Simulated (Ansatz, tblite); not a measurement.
Removing and adding an electron: `SC#Cc1ccc(C#Cc2ccc(C#Cc3ccc(C#Cc4ccc(S)cc4)cc3)cc2)cc1`. Total charge 0; singlet. Geometry: r2SCAN-D4/def2-SVP. Ansatz, gas phase; energy differences of separate SCF runs; the oxidised species was run as a doublet alone; the reduced species was run as a doublet alone.

The xTB rows come from tblite. Single mean-field runs in def2-TZVP are fitted with def2-universal-jkfit.

```
            level  −HOMO (eV)  vertical IE (eV)  −LUMO (eV)  vertical EA (eV)  HOMO–LUMO gap (eV)  IE − EA (eV)
         GFN1-xTB       10.59             11.83        8.57              7.22                2.02          4.60
         GFN2-xTB        9.78             10.99        7.71              6.38                2.06          4.61
 PBE-D4/def2-TZVP        4.91              6.14        2.96              1.76                1.95          4.38
PBE0-D4/def2-TZVP        5.68              6.55        2.38              1.56                3.30          4.99
```

 Raw xTB energy differences between charge states are shifted by several eV; the methods need an empirical correction for them. Sets without diffuse functions give affinities that are too small.
